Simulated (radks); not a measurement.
Tb24+, configuration [Kr] 4d5. Calculated with a radial shooting solver on a logarithmic mesh with Libxc functionals: Dirac Kohn-Sham, BLYP, spin-unpolarised, spherical densities, finite nucleus; open shells fill j = l - 1/2 first; Fermi nuclear charge, rms radius 5.06 fm.

Radial electron density D(r) = 4 pi r^2 rho(r):

```
   r/bohr * D(r) (the largest magnitude, 115, reaches the edge; | marks zero)
 0.002327 |       *
 0.002624 |        *
 0.002958 |          *
 0.003362 |            *
 0.003791 |               *
 0.004274 |                 *
 0.004858 |                    *
 0.005477 |                       *
 0.006176 |                          *
 0.007019 |                             *
 0.007914 |                                *
 0.008923 |                                   *
  0.01014 |                                      *
  0.01143 |                                        *
  0.01289 |                                         *
  0.01465 |                                          *
  0.01652 |                                         *
  0.01863 |                                         *
  0.02117 |                                       *
  0.02387 |                                      *
  0.02691 |                                     *
  0.03059 |                                     *
  0.03449 |                                      *
  0.03889 |                                         *
  0.04384 |                                            *
  0.04983 |                                                 *
  0.05618 |                                                    *
  0.06335 |                                                      *
    0.072 |                                                     *
  0.08118 |                                                   *
  0.09153 |                                              *
    0.104 |                                          *
   0.1173 |                                        *
   0.1322 |                                         *
   0.1503 |                                            *
   0.1695 |                                               *
   0.1911 |                                               *
   0.2172 |                                           *
   0.2448 |                                    *
   0.2761 |                           *
   0.3138 |                    *
   0.3538 |                *
   0.3989 |                *
   0.4533 |                 *
   0.5111 |                *
   0.5763 |             *
   0.6498 |         *
   0.7385 |     *
   0.8327 |  *
   0.9388 |*
    1.067 *
    1.203 *
    1.356 *
    1.542 *
    1.738 *
```

D(r) has 4 maxima, at r = 0.0150, 0.0659, 0.184, 0.468 bohr, and minima at 0.0289, 0.121, 0.383 bohr, inside which lie 2.02, 11.13, 29.28 electrons.
